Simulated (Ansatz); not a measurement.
Start from `[OH][Ta]([Cl])([Cl])([Cl])[Cl]` and change one atom or group to get `[OH][Ta]([OH])([Cl])([Cl])[Cl]`.

Ansatz, PBE0-D4/def2-TZVP geometries, multiplicity 1. Each molecule was computed in one conformer, which needn't be the lowest.

Elements past krypton have def2 core potentials.

| property | `[OH][Ta]([Cl])([Cl])([Cl])[Cl]` |
| --- | --- |
| HOMO energy (B3LYP/def2-TZVPP) / eV | -8.53 |
| HOMO–LUMO gap (PBE/def2-TZVPP) / eV | 4.00 |
| ideal-gas entropy at 298 K and 1 bar (rigid rotor, harmonic PBE0-D4/def2-TZVP) / J/(mol·K) | 431 |
| HOMO energy (PBE/def2-TZVPP) / eV | -7.44 |
| HOMO–LUMO gap (PBE0/def2-TZVPP) / eV | 6.07 |
| HOMO–LUMO gap (ωB97M-V/def2-TZVPP) / eV | 10.29 |

Q: What does the change do to each property? (Best estimate.)

A: Computed: 
```
                                                                                  property  `[OH][Ta]([OH])([Cl])([Cl])[Cl]`  shift
                                                       HOMO energy (B3LYP/def2-TZVPP) / eV                             -8.32   0.21
                                                       HOMO–LUMO gap (PBE/def2-TZVPP) / eV                              3.88  -0.12
ideal-gas entropy at 298 K and 1 bar (rigid rotor, harmonic PBE0-D4/def2-TZVP) / J/(mol·K)                               421    -10
                                                         HOMO energy (PBE/def2-TZVPP) / eV                             -7.21   0.23
                                                      HOMO–LUMO gap (PBE0/def2-TZVPP) / eV                              6.00  -0.07
                                                   HOMO–LUMO gap (ωB97M-V/def2-TZVPP) / eV                             10.28  -0.01
```

With PBE0 the HOMO rises by 0.22 eV and the LUMO rises by 0.14 eV, so the gap narrows by about 0.08 eV. PBE moves the HOMO by 0.23 eV and ωB97M-V by 0.21 eV. The zero-point energy changes by 32.4 kJ/mol with +3 modes. Modes under 60 cm⁻¹, often nearly free rotors, make the harmonic entropy too high.

B3LYP here is the variant with VWN-RPA as its local correlation; programs differ in this.
